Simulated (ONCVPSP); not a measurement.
**Potentials for C (Z = 6) compared**

Generated with ld1.x 7.5 (TM, RRKJ, ultrasoft, PAW), atompaw 4.2 or ONCVPSP 4.0.1. The cutoff is in Ry: for ld1.x and atompaw files where the sum of valence levels is converged to 10 mRy in a Bessel basis, for ONCV files where the hardest occupied wave has 1 mHa per electron of residual kinetic energy. The error is the largest all-electron minus pseudo excitation energy over each file’s own four to seven test configurations (ionisations up to +4, promotions, holes and added fractions of an electron), all of which were solved. The labels leave out finer settings (local radius, basis sizes, second energies), which also bear on the numbers. Spin-polarised tests are not counted. The rows are a selection from randomly drawn settings: files with unsolved tests, undetermined cutoffs or missed reference levels are left out.

```csv
potential,cutoff (Ry),largest error (meV),bound ghosts
"ONCV, PBE, scalar-relativistic, rc 1.25/1.50/1.35 (spd), local smoothed, core correction no, reference 2s2 2p2, qcut 6/6.4/6.9, projectors 3/2/2",35,+416,none
"ONCV, PBE, scalar-relativistic, rc 1.25/2.70 (sp), local s, core correction yes, reference 2s2 2p1.5, qcut 5.3/6.3, projectors 0/2",43,+514,none
"ONCV, PBE, non-relativistic, rc 0.95/2.85/3.10 (spd), local smoothed, core correction yes, reference 2s2 2p2, qcut 7.1/3.8/3.6, projectors 1/1/1",47,+3020,none
"ONCV, revPBE, fully relativistic, rc 1.25/2.05/1.95 (spd), local smoothed, core correction yes, reference 2s2 2p2, qcut 6.3/8.2/4.5, projectors 1/2/3",35,+473,none
"ONCV, PBEsol, non-relativistic, rc 1.35/3.20 (sp), local smoothed, core correction yes, reference 2s2 2p2, qcut 4.7/4.4, projectors 2/2",93,+3048,none
"ONCV, PBE, scalar-relativistic, rc 1.00/2.10 (sp), local smoothed, core correction yes, reference 2s2 2p2, qcut 7.9/6.3, projectors 2/1",40,+721,none
"ONCV, PBE, scalar-relativistic, rc 1.15/2.85 (sp), local smoothed, core correction yes, reference 2s2 2p2, qcut 5.9/5.2, projectors 2/2",33,+1918,none
```

(1) Fill in the row for C: ONCV, PBE, scalar-relativistic, rc 0.90/2.80/2.70 (spd), local smoothed, core correction yes, reference 2s2 2p2, qcut 5.7/3.8/3.1, projectors 2/1/1.

(2) Fill in the row for C: ONCV, PBEsol, scalar-relativistic, rc 1.20/1.75/1.55 (spd), local smoothed, core correction yes, reference 2s1 2p3, qcut 6.8/8.2/6.8, projectors 1/2/2.

Results:

(1) cutoff 41 Ry, largest error +2803 meV, bound ghosts: none.

(2) cutoff 39 Ry, largest error +187 meV, bound ghosts: none.
